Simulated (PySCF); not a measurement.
C3H8NO, SMILES [NH+](C)(C=O)C, charge +1. Atoms are numbered in the order given.

```xyz
13

C     -0.4511     1.6115    -0.3137
N     -0.2545     0.3170     0.4071
C     -1.3207    -0.6837     0.1297
C      1.1395    -0.2333     0.1054
O      1.2653    -1.3005    -0.3613
H     -0.4518     1.4138    -1.3933
H      0.3610     2.3034    -0.0545
H     -1.4138     2.0411    -0.0108
H     -0.2569     0.5239     1.4169
H     -1.3144    -0.9167    -0.9415
H     -1.1171    -1.5959     0.7023
H     -2.2844    -0.2505     0.4222
H      1.9304     0.4987     0.3715
```
Charge +1, spin multiplicity 1.

Geometry: PBE0-D3(BJ)/def2-SVP. The isomer is the one that the SMILES or the coordinates give; other isomers of the formula were not compared. The values are those of a single conformer.

All values below come from KT2/pcSseg-1 (PySCF).

GIAO shieldings, no solvent; atoms listed in one row are averaged. δ = σ(ref) − σ: ¹³C against TMS (σ = 185.1 ppm); ¹⁵N against NH3 (σ = 266.2 ppm); ¹⁷O against H2O (σ = 330.4 ppm); ¹H against TMS (σ = 31.47 ppm), references at their B3LYP-D3(BJ)/def2-TZVP geometries, non-relativistic.

Problem. Estimate the chemical shifts. (The exact figures need the calculation; the answer reports its results.)

Solution. 
```json
[
 {"nucleus": "¹³C", "atoms": "C4", "count": "1", "δ (ppm)": "155.2"},
 {"nucleus": "¹³C", "atoms": "C1", "count": "1", "δ (ppm)": "40.9"},
 {"nucleus": "¹³C", "atoms": "C3", "count": "1", "δ (ppm)": "39.6"},
 {"nucleus": "¹⁵N", "atoms": "N2", "count": "1", "δ (ppm)": "114.7"},
 {"nucleus": "¹⁷O", "atoms": "O5", "count": "1", "δ (ppm)": "560.7"},
 {"nucleus": "¹H", "atoms": "H13", "count": "1", "δ (ppm)": "8.71"},
 {"nucleus": "¹H", "atoms": "H9", "count": "1", "δ (ppm)": "4.66"},
 {"nucleus": "¹H", "atoms": "H6, H7, H8, H10, H11, H12", "count": "6", "δ (ppm)": "3.51"}
]
```
